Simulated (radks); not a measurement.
Charge is removed step by step from the 3d down level of Cu+, starting from [Ar] 3d(up 5, down 5). All-electron calculation, scalar-relativistic Kohn-Sham, r2SCAN, spin-polarised, spherical densities, finite nucleus; meta-GGA in the generalised Kohn-Sham scheme; Fermi nuclear charge, rms radius 3.8823 fm. Program: a radial shooting solver on a logarithmic mesh with Libxc functionals.

\begin{tabular}{lrrr}
removed (e) & E - E(0) (eV) & eigenvalue (eV) & E minus straight line (eV) \\ \hline
0 & 0.000 & -13.631 & 0.000 \\
0.25 & 3.841 & -17.143 & -1.416 \\
0.5 & 8.590 & -20.889 & -1.925 \\
0.75 & 14.303 & -24.851 & -1.471 \\
1 & 21.032 & -29.013 & 0.000 \\
\end{tabular}

Removing the whole electron costs 21.032 eV by Delta-SCF, against 13.631 eV from minus the eigenvalue at the starting occupation. Slater's transition state (half an electron removed) gives 20.889 eV. Integrating minus the eigenvalue over the occupation (Janak's theorem) gives 21.033 eV. In this scalar-relativistic scheme the density is built from large components alone, so the theorem holds only approximately. The mean slope of the eigenvalue, de/dn, is 15.4 eV per electron. Ionisation energy of Cu+ in the NIST Atomic Spectra Database: 20.292 eV (measured).
